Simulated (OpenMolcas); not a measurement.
Zn: effect of the active space

```yaml
Program: OpenMolcas
Method: CASSCF or its RAS form
Basis: ANO-RCC-VTZP
Scalar_Hamiltonian: DKH2, point nucleus
Spin-orbit_coupling: state interaction with AMFI integrals over the reference wave functions, term energies averaged over their components
```

A. 2 electrons in 4 orbitals (4s 4p); 2S+1 = 3 even, 3 roots; 2S+1 = 1 even, 1 root; 2S+1 = 3 odd, 3 roots; 2S+1 = 1 odd, 3 roots; cost about 12 core-seconds
B. 2 electrons in 8 orbitals (4s 4p 5s 5p); 2S+1 = 3 even, 3 roots; 2S+1 = 1 even, 1 root; 2S+1 = 3 odd, 3 roots; 2S+1 = 1 odd, 3 roots; cost about 17 core-seconds
C. 2 electrons in 9 orbitals (RAS2 4s 4p; RAS3 4d, at most 2 electrons); 2S+1 = 3 even, 3 roots; 2S+1 = 1 even, 1 root; 2S+1 = 3 odd, 3 roots; 2S+1 = 1 odd, 3 roots; cost about 18 core-seconds

Energies in cm⁻¹ above 4s² ¹S₀, the measured ground level; measured values from NIST Handbook of Basic Atomic Spectroscopic Data.

```csv
Level,A,B,C,Measured
4s² ¹S₀,0.0,0.0,0.0,0.0
4s 4p ³P°₀,29056,29179,28839,32311
4s 4p ³P°₁,29217,29340,29002,32501
4s 4p ³P°₂,29541,29664,29332,32890
4s 4p ¹P°₁,49954,50154,48752,46745
```

Deviations, from unrounded energies. A percentage is the sum of absolute deviations over the sum of measured energies, with the sign that they share, or ± where signs differ.

```tsv
Against measurement	Levels	A	B	C
mean absolute deviation (cm-1)	4	3300	3200	3100
other configurations (%)	4	±9.1	±9.0	±8.7
```

A, B, C lie about equally close to measurement. The largest miss of C in the table is 4s 4p ³P°₂, by -3600 cm-1. The ranking rests on the paired levels alone, and a cruder setting can come out closer through cancelling errors.

Among A to C the level of the table that moves most is 4s 4p ¹P°₁, by 1400 cm-1 (lowest in C, highest in B).

Without dynamic correlation excited terms often stand tens of per cent too high (terms of higher spin than the ground term too low), and those without a measured partner can miss by more than the paired ones. Active for correlation alone: 5p 5s; no level in the range computed is led by a configuration that fills them, so any true level of that kind is missing (holds for B). Active for correlation alone: 4d; no level in the range computed is led by a configuration that fills it, so any true level of that kind is missing (holds for C). Computed and measured levels are paired by configuration, term and J; levels that our copy of the source lacks, or whose pairing is in doubt (as where it misses far off the trend of its configuration), stay unpaired and out of the deviations. Levels of configurations outside the active space are missing. Levels that lie high or do not pair safely by name in every column are left out.

° marks odd parity.
